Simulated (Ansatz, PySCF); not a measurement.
Gas-phase reaction (SMILES): [NH2][Al]([F])[F] + N (NH3) -> [NH2][Al]([NH2])[F] + F (HF); ammonia cleaves one Al-F bond, a model of a ligand-exchange step.

Geometries: B3LYP-D3(BJ)/def2-TZVP minima from Ansatz (a first-principles code), one conformer each, not searched for the lowest. Correlated levels leave the core frozen unless marked. Spin-orbit coupling is left out. No relativistic terms. Basis-set limits of correlation are two-point, X^-3; Hartree-Fock from the larger set. Thermal terms are rigid-rotor harmonic-oscillator values from B3LYP-D3(BJ) frequencies (Ansatz or PySCF) at 298.15 K and 1 atm. 1 Eh = 627.5095 kcal/mol.

```tsv
species	E, CCSD(T)/CBS(aug-cc-pV(T+d)Z,aug-cc-pV(Q+d)Z) (Ansatz) (Eh)	E, PBE0-D4/def2-TZVPD (Ansatz + dftd4) (Eh)	H - E (Eh)
[NH2][Al]([F])[F]	-497.70176	-498.02821	0.03710
N (NH3)	-56.50411	-56.51535	0.03799
[NH2][Al]([NH2])[F]	-453.77674	-454.11367	0.06081
F (HF)	-100.39216	-100.39487	0.01259
```

Problem. Work out ΔE and ΔH at 298.15 K at the first level, then ΔH at the second.

Solution. 
1. ΔE = [(-453.77674) + (-100.39216)] - [(-497.70176) + (-56.50411)] = 0.03697 Eh = 23.2 kcal/mol at CCSD(T)/CBS(aug-cc-pV(T+d)Z,aug-cc-pV(Q+d)Z).
2. The terms H - E add up to -0.00169 Eh, so ΔH = (0.03697 + (-0.00169))×627.5095 = 22.1 kcal/mol.
3. At PBE0-D4/def2-TZVPD the same steps give ΔE = 22.0 and ΔH = 20.9 kcal/mol, a shift of -1.2 from the first level.
4. These values are not checked against measurement here, since the tables used lack a sound gas-phase enthalpy of formation for at least one species.
